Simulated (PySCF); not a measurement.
# How methods differ on the excitation energy of Bi

Bi [Xe] 4f14 5d10 6s2 6p3 (4S) → Bi [Xe] 4f14 5d10 6s2 6p2 7s1 (4P), as a difference of total energies. Calculation: PySCF 2.14, in aug-cc-pwCVDZ-PP with ECP60MDF; scalar relativity through the core potential. Correlated levels: valence: 5s2 5p6 5d10 frozen; valence and next inner shell: nothing frozen outside the core potential. The calculations carry no spin-orbit coupling.

```csv
method,excitation energy (cm⁻¹)
UHF,42614
LDA,41941
PBE,41324
PBE0,42556
r2SCAN,44340
wB97X-V,42706
wB97X,42835
HSE06,42239
MN15,43528
MP2 (valence),42820
SCS-MP2 (valence),42709
MP2 (valence and next inner shell),42818
SCS-MP2 (valence and next inner shell),42407
```

Spin-orbit coupling is strong in these open shells (close to jj coupling). The scalar numbers leave it out and a first-order estimate fails, so it can dominate the gap to the real levels.

The promoted electron is Rydberg-like, and one or two diffuse shells describe it only roughly, which tends to raise the upper state.
